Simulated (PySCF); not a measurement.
## Two-component Hartree-Fock for C⁺ (carbon, charge +1)

Start: [He] 2s2 3s1; 3s1/2 filled at m_j = +1/2. Calculated with PySCF 2.14 in x2c-TZVPall-2c with one added diffuse shell each of s, p, d type (6s4p3d1f, 40 functions): generalised Hartree-Fock with the X2C-1e Hamiltonian and a Gaussian nucleus; one run each with spin-orbit coupling (SO) switched off, then screened by Boettger's factors. This is a chosen level, not necessarily the ground level.

| spinor shell | electrons | ε, spin-free (eV) | ε, screened SO (eV) | weight of nominal j (screened SO) | rms radius, screened SO (bohr) |
| --- | --- | --- | --- | --- | --- |
| 1s1/2 | 2 | -336.50 | -336.50 | 1.000 | 0.310 |
| 2s1/2 | 2 | -38.947 | -38.947 | 1.000 | 1.49 |
| 3s1/2 | 1 | -9.814 | -9.814 | 1.000 | 4.53 |

```csv
quantity,spin-free,screened SO
E (hartree),-36.78309,-36.78309
M_J,1/2,1/2
⟨J²⟩,0.750,0.750
⟨L²⟩,0.000,0.000
⟨S²⟩,0.750,0.750
```

Each row is a mean over spinors that exchange with the open shell spreads, by up to 0.502 eV (2s1/2).

Without spin-orbit coupling the j labels of p, d and f shells carry no meaning; the spin-free column gives the mean over the occupied spinors of each nl shell.
